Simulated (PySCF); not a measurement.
## Core-level binding energies of `C#C[P@](C)(=N)CC(C)=O`

Species: C6H10NOP.
Geometry (PBE0-D3(BJ)/def2-SVP, Å), atoms numbered from 1 in this order:
```xyz
19
C6H10NOP angstrom
C     -2.0200    2.8524    1.3007
C     -1.5184    1.8042    0.9450
P     -0.7503    0.2288    0.5782
C     -2.1241   -0.6830   -0.1874
N      0.1039   -0.4527    1.7019
C      0.3835    0.6325   -0.7908
C      1.0727   -0.6434   -1.2537
C      2.3723   -0.9660   -0.5832
O      0.5435   -1.3537   -2.0763
H     -2.4578    3.7848    1.6113
H     -2.8479   -0.9540    0.5947
H     -1.7129   -1.5948   -0.6438
H     -2.6245   -0.0779   -0.9569
H     -0.4162   -0.7574    2.5222
H      1.0913    1.3769   -0.3992
H     -0.2019    1.0601   -1.6168
H      3.1131   -0.1746   -0.7806
H      2.7497   -1.9336   -0.9356
H      2.1816   -0.9827    0.5039
```

Level of theory: PySCF 2.14.0, delta-SCF UKS SCAN, pcX-2 on the ionised atom, pcseg-1 elsewhere, spin-free X2C. Binding energies are ΔSCF values: E(core-ionised, relaxed orbitals) − E(ground state) at a fixed geometry, referred to the vacuum level.

Q: Give the core binding energies atom by atom.

A: 
```
atom(s)                       environment    level  binding energy (eV)  2p1/2 (eV)  above the level's lowest (eV)  count
     P3    phosphorus bonded to 3 C and N  P 2p3/2               138.10      138.99                           0.00      1
     C2                     alkyne carbon     C 1s               290.57           –                           0.00      1
     C1            terminal alkyne carbon     C 1s               290.62           –                          +0.05      1
     C8  methyl carbon next to a carbonyl     C 1s               290.63           –                          +0.06      1
     C4    sp3 carbon bound to phosphorus     C 1s               290.73           –                          +0.16      1
     C6    sp3 carbon bound to phosphorus     C 1s               290.93           –                          +0.36      1
     N5        nitrogen bonded to P and H     N 1s               402.86           –                           0.00      1
     O9                     ketone oxygen     O 1s               537.38           –                           0.00      1
     P3    phosphorus bonded to 3 C and N     P 1s              2152.10           –                           0.00      1
```

Lowest listed C 1s: C2, bonded to C (triple bond) and P. Highest, 0.36 eV above it: C6, bonded to C, 2 H and P. The widest gap between neighbouring values is 0.20 eV, between 290.73 and 290.93 eV. Summing the Pauling electronegativity differences to the bonded atoms, each weighted by its formal bond order, gives -0.36 for the lowest site and -1.06 for the highest; the largest sum, -0.35, belongs to C1, 0.31 eV below the top. The smallest sum, -1.41, belongs to C4, 0.16 eV above the lowest. The values 290.62 and 290.63 eV lie too close for their order to be trusted.

Q: Which effective nuclear charge Zeff reproduces each element's mean 1s value in the hydrogen-like formula E = 13.606 eV × Zeff²?

A: C (Z = 6): mean 290.7 eV, Zeff = 4.62, Z − Zeff = 1.38; N (Z = 7): mean 402.9 eV, Zeff = 5.44, Z − Zeff = 1.56; O (Z = 8): mean 537.4 eV, Zeff = 6.28, Z − Zeff = 1.72; P (Z = 15): mean 2152.1 eV, Zeff = 12.58, Z − Zeff = 2.42. Means run over the listed sites, weighted by atom count.

Q: Express the binding energy of C 1s of C6 in atomic units and per mole.

A: 290.93 eV = 10.6915 Eh = 28070 kJ/mol.

The list is incomplete; no value stands for C 1s of C7 (hole states with ⟨S²⟩ of 1 or more are left out). The unrestricted hole states depart most from a pure doublet (⟨S²⟩ = 0.75; over 0.85 named) for C 1s of C2 (0.87), which makes this value less certain. Spin–orbit coupling isn't in the SCF: each 2p doublet comes from a relaxed spin-free hole plus a matrix of the shell (mean-field spin–orbit coupling and the ground-state 2p splitting), with 2p3/2 averaged over its two sublevels. 2p1/2 minus 2p3/2 (ligand field included): P 0.89 eV. The structure is a single PBE0-D3(BJ)/def2-SVP conformer in the gas phase; no vibrational or solvent corrections.
